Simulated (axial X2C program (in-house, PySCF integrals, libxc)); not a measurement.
# Worked dissociation energy of MnBr⁺: PW91, 2c

All values were computed with an in-house all-electron X2C program for linear molecules (integrals from PySCF). Two-component (2c) means X2C with spin–orbit coupling and atomic mean-field two-electron Coulomb and Gaunt terms. Basis: Br dyall-cv3z [8s9p6d4f1g], Mn dyall-cv3z [9s10p6d3f2g] (cores contracted in-house); Gaussian nuclei, density fitting, unrestricted open shells. Masses: Br 78.918 u, Mn 54.938 u.

Molecular state: Ω = 5/2 (⟨Sz⟩ = 2.50, ⟨Lz⟩ = 0.00 at PW91).

```
E(Br) (2M_J = 3)  : -2605.599109 hartree
E(Mn+) (2M_J = 6) : -1158.095299 hartree
E(MnBr⁺) at Re    : -3763.808104 hartree
ωe                : 357.0 cm⁻¹
ωexe              : 0.991 cm⁻¹
```

(1) Work out De and D0.

The state is a single determinant with fixed occupations, the lowest that a limited PBE0 search found. Dissociation energies refer to the lowest single-determinant-based atoms at the same level and basis. Density functionals use the spin component along the axis (collinear). The functionals have no current-density term, which raises determinants with orbital currents, atoms included. With several unpaired electrons one determinant need not be a pure state. This is the top spin component of a Σ state; components of lower Ω are not single determinants and can lie lower.

Each atomic determinant is the lowest at this level and need not be a pure J level. Totals compare only within one Hamiltonian and basis.

Answers

(1) De = -2605.599109 + (-1158.095299) − (-3763.808104) = 0.11370 hartree = 3.094 eV. The zero-point energy is ωe/2 − ωexe/4 = 178 cm⁻¹ = 0.022 eV, so D0 = 3.072 eV.
